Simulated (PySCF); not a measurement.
A structure optimised at B3LYP-D3(BJ)/def2-SVP, used in a PySCF frequency run:

```
Si
F 1 1.6455
H 1 1.4927 2 107.77
Si 1 2.3458 3 111.83 2 119.70
H 4 1.4898 1 115.02 3 -39.05
C 4 1.8749 5 111.00 1 127.83
H 6 1.1009 4 110.55 5 176.42
H 6 1.1012 7 108.54 4 122.04
H 6 1.1026 7 108.36 8 117.81
Cl 4 2.1049 5 107.49 6 119.59
Si 1 2.3544 3 110.91 2 -119.55
H 11 1.4904 1 109.43 3 -47.98
H 11 1.4924 12 109.40 1 -121.16
H 11 1.4925 12 109.30 13 -119.15
```
Charge 0, spin multiplicity 1.

Problem. Write its SMILES and formula.

Solution. C[Si@H](Cl)[Si@@H](F)[SiH3], CH₈ClFSi₃

Problem. What are its rotational constants (standard atomic weights)?

Solution. 1.6248, 1.0031, 0.76594 GHz
